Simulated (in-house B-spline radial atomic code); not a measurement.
**Excitations of Be by several methods**

Full response, energies in eV; labels give the largest channel, * marks a mixed state, a dash one above the method's threshold, and an imaginary frequency an unstable closed-shell reference. Computed with an all-electron radial atomic-structure program (B-spline basis): linear response of the closed shell [He] 2s2 with each method's own kernel (bare exchange for TDHF, static screening on G0W0 levels for BSE, the adiabatic kernel for functionals); scalar-relativistic (spin-free one-electron X2C), finite nucleus, no spin-orbit coupling, no double excitations, S, P, D and F terms only.

```csv
method,2s → 2p 3P,2s → 2p 1P,2s → 3s 3S,α (bohr³)
TDHF,imaginary,4.800,5.486,45.59
BSE on G0W0@HF,2.963,5.802,6.416,36.57
LDA VWN5,2.362,4.822,-,43.78
PBE,1.894,4.891,5.422,42.87
PBE0,1.795,4.919,5.677,42.95
B3LYP (VWN-RPA),2.089,4.859,5.625,43.19
CAM-B3LYP,2.035,4.871,5.858,43.14
LC-wPBE,1.585,4.943,6.131,42.79
wB97X,2.282,4.885,5.983,44.63
HSE06,?,?,?,?
BHandHLYP,1.968,4.864,5.795,43.45
BLYP,2.091,4.815,5.296,43.33
PBEsol,2.034,4.866,-,43.5
BP86,?,?,?,?
LDA exchange-only,1.177,-,-,47.11
B97-1,2.413,4.919,5.563,42.84
RPBE,1.897,4.898,5.391,42.86
OLYP,2.217,4.844,5.212,43.01
```

(1) What does HSE06 give?

(2) What does BP86 give?

(3) How do the methods fare for 2s → 2p 3P against experiment?

(4) How do the methods fare for 2s → 2p 1P against experiment?

Answers

(1) 2s → 2p 3P: 1.786; 2s → 2p 1P: 4.920; 2s → 3s 3S: 5.718; α: 42.99 (eV, bohr³).

(2) 2s → 2p 3P: 1.933; 2s → 2p 1P: 4.883; 2s → 3s 3S: 5.528; α: 43.34 (eV, bohr³).

(3) The measured term average is 2.725 eV (NIST). Among the methods with a real root, errors run from -1.55 eV (LDA exchange-only) to +0.24 eV (BSE on G0W0@HF); BSE on G0W0@HF is closest (+0.24 eV).

(4) The measured term average is 5.277 eV (NIST). Among the methods with a real root, errors run from -0.48 eV (TDHF) to +0.52 eV (BSE on G0W0@HF); LC-wPBE is closest (-0.33 eV).
